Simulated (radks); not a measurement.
The numbers below are computed, except where a source is named.
Problem. These are the eigenvalues of the occupied orbitals of an atom or ion with whole-number occupations (Ry). Level of theory: scalar-relativistic Kohn-Sham, LB94 model potential, spin-polarised, spherical densities, finite nucleus; Fermi nuclear charge, rms radius of each element as measured or else 0.836 A^(1/3) + 0.57 fm (a radial shooting solver on a logarithmic mesh with Libxc functionals).

| orbital | eigenvalue |
|---|---|
| 1s | -4630.913 |
| 2s | -1137.081 |

Which element is it, and in what charge state? The configuration may be excited. Open shells, if any, are filled with parallel spins first.

Solution. Z = 67, holmium, charge +63: Ho63+ in [He] 2s2. The 1s level, -2315.5 hartree, gives Z - s = 68.1 by -(Z - s)^2/2, which with screening and relativity narrows Z to a few neighbours, and with so few levels the electron count can be read from the list.
